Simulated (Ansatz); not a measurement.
Molecule: sum formula AlOH (charge 0, singlet). 
Structure (B3LYP-D3(BJ)/def2-TZVP (Ansatz, a program for electronic structure) minimum search):
SMILES: [OH][Al]
```xyz
3

Al     0.0000     0.0000    -0.7312
O      0.0000     0.0000     0.9503
H      0.0000     0.0000     1.9031
```

Basis-set convergence of Hartree-Fock and CCSD correlation energies (hartree) with Ansatz. Cores are frozen in the correlated levels unless marked. Spin-orbit coupling is left out. Non-relativistic.

| basis | functions | E(HF) | E(corr, CCSD) |
|---|---|---|---|
| aug-cc-pV(D+d)Z | 64 | -317.42341 | -0.27134 |
| aug-cc-pV(T+d)Z | 124 | -317.45067 | -0.32044 |
| aug-cc-pV(Q+d)Z | 215 | -317.45768 | -0.33729 |

Extrapolating the two largest sets (X = 3 and 4) as X^-3: E(corr) = (64·(-0.33729) - 27·(-0.32044))/37 = -0.3496 Eh, an estimate of the basis-set limit. The largest set recovers 96.5 % of it, the smallest 77.6 %.
